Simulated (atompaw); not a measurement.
Before and after: PAW (atompaw) potential for lanthanum

lanthanum (La), PAW, made with atompaw 4.2.0.5 (PBE, scalar-relativistic). Core [Xe], reference 4f0 5d1 6s1 6p1. Waves: 6s (bound): rc 3.00 bohr; 6s channel at 0.6 Ry: rc 3.00 bohr; 6p (bound): rc 3.00 bohr; 6p channel at 0.2 Ry: rc 3.00 bohr; 5d (bound): rc 3.00 bohr; 5d channel at 2 Ry: rc 3.00 bohr; 4f (bound, empty): rc 1.65 bohr; 4f channel at 0.05 Ry: rc 1.65 bohr. Local part: ultrasoft scheme with l = 4 at 0 Ry, radius 2.00 bohr. Core correction: smooth core density matched at 2.20 bohr. Augmentation charge: besselshape compensation charge, radius 2.30 bohr; PAW radius 3.00 bohr; waves and projectors: custom polynom vanderbiltortho.

All-electron outer shells of the reference configuration (PBE, scalar-relativistic, ld1.x):

```tsv
shell	level (eV)	outermost node (bohr)	outermost maximum (bohr)
5s	-40.03	0.77	1.41
5p	-23.49	0.83	1.58
4f	-5.45	–	0.75
6s	-4.28	1.86	3.79
5d	-3.96	0.95	2.19
6p	-1.86	2.20	4.93
```

Change: augmentation besselshape compensation charge, radius 2.30 bohr; PAW radius 3.00 bohr; waves and projectors: custom polynom2 7 10 vanderbiltortho.

Cutoffs: the cutoffs (Ry, on a coarse ladder) from which the occupation-weighted sum of valence levels, in a spherical-Bessel basis at the reference potential, stays within 10 and 1 mRy of its value at 400 Ry; they do not see the model core or the augmentation charge, which bear on the density cutoff.

What does the change do?

The potential gets harder (8 Ry and 10 Ry → 10 Ry and 25 Ry); both files keep a bound ghost (p, s); the range in which the s phases agree narrows (upper end 3.4 → 1.3); the range in which the p phases agree narrows (upper end 4.7 → 2.4).

| quantity | base | changed |
| --- | --- | --- |
| cutoff, loose | 8 Ry | 10 Ry |
| cutoff, tight | 10 Ry | 25 Ry |
| loose cutoff by channel (10 mRy a level) | s 6 Ry, p 6 Ry, d 8 Ry | s 6 Ry, p 6 Ry, d 10 Ry |
| bound ghosts | s, p | s, p |
| s: phases at 3.00 bohr within 0.05 rad from the reference energy up to (Ry; the scan ends near 5) | 3.4 | 1.3 |
| p: phases at 3.00 bohr within 0.05 rad from the reference energy up to (Ry; the scan ends near 5) | 4.7 | 2.4 |
| d: phases at 3.00 bohr within 0.05 rad from the reference energy up to (Ry; the scan ends near 5) | to the end of the scan | to the end of the scan |
| f: phases at 3.00 bohr within 0.05 rad from the reference energy up to (Ry; the scan ends near 5) | 4.6 | 4.9 |
| lowest overlap eigenvalue by channel | s 0.51, p 0.77, d 0.90, f 0.99 | s 0.35, p 0.73, d 0.85, f 0.97 |

Base: The cutoffs count occupied waves only; the empty 4f level needs 40 Ry at the loose tolerance. Changed file: The cutoffs count occupied waves only; the empty 4f level needs 70 Ry at the loose tolerance. A true bound ghost makes a file unfit for plane-wave use even where its test errors are small: the radial tests pick states by their node count and pass the ghost by. The cutoffs see the waves, projectors and local potential, not the compensation charge or the core.
